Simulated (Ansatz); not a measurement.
Reaction (redistribution): `[OH][AlH][Cl]` + `B[N]1[AlH][CH]1O` → `[OH][Al]([OH])[Cl]` + `B[N]1[CH2][AlH]1`

Calculated with Ansatz (gas phase, PBE0-D4/def2-TZVP geometries, no zero-point term in ΔE). CCSD(T)/CBS adds triple-zeta CCSD(T) − MP2 to the extrapolated MP2 energy (def2 sets, frozen cores). This one scheme is used for every species. DFT in def2-TZVPP. B3LYP here is the variant with VWN-RPA as its local correlation; programs differ in this. HSE06 is defined as in plane-wave codes. One conformer a species, not always the lowest.

| level | ΔE (kcal/mol) | difference from CCSD(T)/CBS |
| --- | --- | --- |
| LDA (SPW92) | -42.3 | 5.6 |
| PBE-D4 | -43.7 | 4.2 |
| revPBE-D4 | -43.4 | 4.5 |
| BLYP-D4 | -45.1 | 2.8 |
| B97M-V | -44.9 | 3.0 |
| PBE0-D4 | -45.2 | 2.7 |
| B3LYP-D4 | -46.3 | 1.6 |
| r2SCANh-D4 | -47.5 | 0.4 |
| r2SCAN0-D4 | -47.8 | 0.1 |
| HSE06-D4 | -45.1 | 2.8 |
| BHLYP-D4 | -47.7 | 0.2 |
| CAM-B3LYP-D4 | -46.5 | 1.4 |
| ωB97X-V | -45.4 | 2.5 |
| B2PLYP | -47.8 | 0.1 |
| PBE-QIDH | -47.5 | 0.4 |
| PBE | -43.8 | 4.1 |
| revPBE | -44.1 | 3.8 |
| r2SCAN | -47.3 | 0.6 |
| PBE0 | -45.3 | 2.6 |
| B3LYP | -46.5 | 1.4 |
| r2SCAN0 | -47.9 | 0.0 |
| HSE06 | -45.2 | 2.7 |
| BHLYP | -47.8 | 0.1 |
| CAM-B3LYP | -46.6 | 1.3 |
| LC-ωPBE | -46.6 | 1.3 |
| RPA@PBE/def2-TZVPP | -45.4 | 2.5 |
| HF/def2-SVP | -43.2 | 4.7 |
| MP2/def2-SVP | -44.0 | 3.9 |
| CCSD/def2-SVP | -42.4 | 5.5 |
| CCSD(T)/def2-SVP | -41.6 | 6.3 |
| HF/def2-TZVPP | -48.1 | -0.2 |
| MP2/def2-TZVPP | -49.5 | -1.6 |
| SCS-MP2/def2-TZVPP | -48.7 | -0.8 |
| CCSD(T)/def2-TZVPP | -47.4 | 0.5 |
| HF/def2-QZVPP | -48.3 | -0.4 |
| MP2/def2-QZVPP | -49.9 | -2.0 |
| SCS-MP2/def2-QZVPP | -49.1 | -1.2 |
| HF/CBS(def2) | -48.3 | -0.4 |
| MP2/CBS(def2) | -50.0 | -2.1 |
| CCSD/CBS(def2) | -48.4 | -0.5 |
| CCSD(T)/CBS | -47.9 | 0 |

Largest T1 diagnostic among the species: 0.014.

Leaving LDA and LC-ωPBE aside and taking each functional with its dispersion term where it has one, the values spread over 4.4 kcal/mol, from r2SCAN0-D4 to revPBE-D4. LDA lies +1.5 kcal/mol from PBE without D4. From BLYP to BHLYP (50 % exact exchange), in def2-TZVPP and without D4, ΔE moves by −2.4 kcal/mol.
